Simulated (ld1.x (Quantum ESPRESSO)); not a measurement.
## Before and after: TM potential for Cs (Z = 55)

* Element: caesium (Cs)
* Generator: ld1.x (Quantum ESPRESSO) 7.5
* Type: norm-conserving Troullier–Martins (Kleinman–Bylander form)
* Functional: PBE
* Relativity: scalar-relativistic
* Frozen core: [Kr] 4d10
* Valence charge: 9
* Reference configuration: 5s2 5p6 5d1 6s0 6p0
* Partial waves: 5s (bound): rc 2.10 bohr; 5d (bound): rc 4.20 bohr; 5p (bound): rc 2.05 bohr
* Local potential: the p channel
* Core correction: none

All-electron outer shells of the reference configuration (PBE, scalar-relativistic, ld1.x):

| shell | level (eV) | outermost node (bohr) | outermost maximum (bohr) |
| --- | --- | --- | --- |
| 4p | -160.99 | 0.36 | 0.67 |
| 4d | -74.42 | 0.33 | 0.72 |
| 5s | -26.87 | 0.82 | 1.54 |
| 5p | -13.69 | 0.89 | 1.79 |
| 6s | -2.22 | 2.11 | 4.68 |
| 6p | -0.94 | 2.61 | 7.34 |
| 5d | -0.58 | 1.06 | 3.46 |

Change: wave 5d (bound): rc 4.20 bohr becomes 5d (bound): rc 2.82 bohr.

Cutoffs: the cutoffs (Ry, on a coarse ladder) from which the occupation-weighted sum of valence levels, in a spherical-Bessel basis at the reference potential, stays within 10 and 1 mRy of its value at 400 Ry; they do not see the model core or the augmentation charge, which bear on the density cutoff. Errors are all-electron minus pseudo energies relative to the spin-unpolarised reference configuration.

Task: Predict the effect on cutoff, ghosts and configuration errors.

Result: The potential gets neither clearly harder nor softer (35 Ry and 50 Ry → 35 Ry and 50 Ry); of the 6 tests that both files solve, the error grows in 0 and shrinks in 1 by more than 15 % and 0.3 meV (median size 59.2 → 58.9 meV); neither file shows a bound ghost at the reference potential, the only one tested.

```csv
quantity,base,changed
"cutoff, loose",35 Ry,35 Ry
"cutoff, tight",50 Ry,50 Ry
bound ghosts,none,none
"tests counted (converged, no solver errors)",6 of 7,6 of 7
"error for 5s2 5p6 5d0 6s1 6p0, meV [ΔE -1.67 eV]",+70,+70
"error for 5s2 5p6 5d0 6s0 6p0, meV [ΔE 2.19 eV]",+1.5,+0.9
"error for 5s2 5p6 5d0 6s0.5 6p0, meV [ΔE -0.20 eV]",+48,+48
"error for 5s1 5p6 5d0 6s1 6p0, meV [ΔE 30.01 eV]",+228,+221
"error for 5s2 5p6 5d0.5 6s0.5 6p0, meV [ΔE -0.83 eV]",+35,+35
"error for 5s2 5p5 5d0 6s1 6p0, meV [ΔE 16.19 eV]",+206,+201
```

Base: Tests not counted: 5s2 5p6 5d0 6s0 6p1 (solver errors, printed error -1.2 eV). Changed file: Tests not counted: 5s2 5p6 5d0 6s0 6p1 (solver errors, printed error -1.2 eV).
